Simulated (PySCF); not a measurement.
C7H8O.

```xyz
16

C      0.3224    -2.7575     0.0000
O     -0.6712    -1.7583     0.0000
C     -0.2763    -0.4603     0.0000
C     -1.3076     0.4956     0.0000
C     -0.9998     1.8530     0.0000
C      0.3347     2.2822     0.0000
C      1.3544     1.3301     0.0000
C      1.0632    -0.0400     0.0000
H     -0.2048    -3.7203     0.0000
H      0.9631    -2.6972    -0.8986
H      0.9631    -2.6972     0.8986
H     -2.3413     0.1402     0.0000
H     -1.8113     2.5870     0.0000
H      0.5733     3.3490     0.0000
H      2.4012     1.6492     0.0000
H      1.8806    -0.7633     0.0000
```
Charge 0, spin multiplicity 1.

The structure is a stationary point at r2SCAN-D4/def2-SVP. One conformer was computed; it need not be the lowest.

Method: PBE/pcSseg-1 run with PySCF. Non-relativistic, no solvent.

**Question.** Give the absolute GIAO shielding of each atom: isotropic value and principal components (ppm). (An estimate is asked for; the answer gives what the named calculation found.)

**Answer.** 
| atom | σ(iso) | σ11 | σ22 | σ33 | span |
|---|---|---|---|---|---|
| C1 | 123.9 | 94.4 | 104.7 | 172.5 | 78.0 |
| O2 | 209.4 | 101.7 | 252.1 | 274.4 | 172.7 |
| C3 | 16.0 | -59.8 | 1.2 | 106.5 | 166.3 |
| C4 | 59.1 | -27.4 | 49.2 | 155.4 | 182.8 |
| C5 | 47.3 | -59.1 | 34.7 | 166.1 | 225.2 |
| C6 | 56.6 | -47.2 | 47.8 | 169.2 | 216.4 |
| C7 | 47.1 | -60.4 | 35.2 | 166.4 | 226.8 |
| C8 | 69.9 | -17.8 | 54.0 | 173.6 | 191.5 |
| H9 | 27.1 | 23.0 | 25.9 | 32.5 | 9.5 |
| H10 | 27.6 | 24.3 | 25.4 | 33.1 | 8.8 |
| H11 | 27.6 | 24.3 | 25.4 | 33.1 | 8.8 |
| H12 | 24.2 | 20.7 | 24.0 | 28.0 | 7.3 |
| H13 | 23.9 | 20.8 | 24.4 | 26.6 | 5.9 |
| H14 | 24.3 | 21.3 | 24.9 | 26.6 | 5.3 |
| H15 | 23.9 | 20.7 | 24.1 | 26.9 | 6.2 |
| H16 | 24.7 | 20.7 | 23.9 | 29.3 | 8.6 |
